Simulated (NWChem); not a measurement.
Species: HTeOI; SMILES I[Te]O

```xyz
4

Te     0.2976     1.2064     0.0022
I     -0.0147    -1.4894     0.0038
O     -1.5963     1.8006     0.0659
H     -1.9283     1.7997    -0.8426
```
Atoms are numbered in this order, from 1.

Program: NWChem. Structure relaxed at the PBE0/def2-SVP level. def2 effective core potentials on Te, I; no spin-orbit coupling. Vertical excitations in the gas phase; the lowest state need not have the same character in each row.

```json
[
 {"level": "PBE/def2-SVPD, TDA", "lowest excitation, singlet (eV)": "___", "oscillator strength of that lowest state": "0.002", "orbital gap (eV)": "___"},
 {"level": "B3LYP/def2-SVPD, TDA", "lowest excitation, singlet (eV)": "2.16", "oscillator strength of that lowest state": "0.001", "orbital gap (eV)": "3.11"},
 {"level": "LDA (Slater exchange, VWN5)/def2-SVPD, TDA", "lowest excitation, singlet (eV)": "2.03", "oscillator strength of that lowest state": "0.002", "orbital gap (eV)": "1.65"},
 {"level": "PBE0/def2-SVPD, TDA", "lowest excitation, singlet (eV)": "2.23", "oscillator strength of that lowest state": "0.001", "orbital gap (eV)": "3.52"}
]
```

Task: What belongs in the gaps?

Result: 
- PBE/def2-SVPD, TDA, lowest excitation, singlet (eV): 2.08
- PBE/def2-SVPD, TDA, orbital gap (eV): 1.74
